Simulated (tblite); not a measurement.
Species: C7H13Ga.
SMILES with atom numbers: `[CH3:1][CH2:2][CH2:3][C:4]#[C:5][Ga:6]([CH3:7])[CH3:8]` (hydrogens: H9, H10, H11 on C1; H12, H13 on C2; H14, H15 on C3; H16, H17, H18 on C7; H19, H20, H21 on C8)

Structure used (GFN2-xTB), in Å, numbered top down from 1:
```xyz
21
C7H13Ga angstrom
C     -3.1205   -0.5140   -0.4549
C     -2.9611    0.8588    0.1854
C     -1.9723    0.8301    1.3579
C     -0.6297    0.4983    0.9136
C      0.4816    0.2248    0.5131
Ga     2.2915   -0.2239   -0.1201
C      2.8592   -2.1753    0.0037
C      3.4371    1.2960   -0.8423
H     -2.1553   -0.8803   -0.7998
H     -3.7964   -0.4624   -1.3059
H     -3.5234   -1.2274    0.2618
H     -2.6049    1.5699   -0.5634
H     -3.9292    1.2094    0.5516
H     -1.9500    1.8107    1.8438
H     -2.2978    0.0902    2.0960
H      2.3181   -2.7903   -0.7210
H      3.9296   -2.2860   -0.1923
H      2.6464   -2.5815    0.9966
H      4.4931    1.0117   -0.8622
H      3.3312    2.1917   -0.2243
H      3.1438    1.5664   -1.8606
```

Method: GFN2-xTB as coded in tblite; computed harmonic values from a numerical Hessian at the method's own geometry, unscaled. The method is semi-empirical: single wavenumbers can be off by several per cent or more. One conformer, not necessarily the lowest. The optimisation stopped once no atom felt more than 0.01 eV/Å.

Lowest wavenumbers of the output (negative numbers stand for imaginary wavenumbers):
```
mode    cm-1
  1     -21.7
  2      -6.4
  3      37.8
  4      41.7
  5      51.0
  6      91.0
  7     112.3
  8     126.7
  9     179.7
 10     188.0
 11     240.8
 12     313.6
 13     332.7
 14     347.8
 15     473.8
```

Q: Is this structure a minimum?

A: Not by this Hessian. 1 mode is imaginary beyond 20i (22i cm⁻¹), and 1 more slightly so (6.4i). The curvature is small, so loose convergence or finite differences may be the whole cause.

Q: Which atoms move in the imaginary modes?

A: 22i: H19 (methyl hydrogen) 29 %, H21 (methyl hydrogen) 29 %, H20 (methyl hydrogen) 26 %; 6i: C1 (methyl carbon) 21 %, C8 (methyl carbon) 17 %, C7 (methyl carbon) 16 %. These are shares of the mass-weighted motion.

Q: What is the remedy?

A: Step along such a mode in both directions, optimise again with tighter thresholds and repeat the frequencies. The zero-point energy of this point (106.5 kcal/mol) counts the 55 real modes alone, and thermal corrections from it aren't those of a minimum.
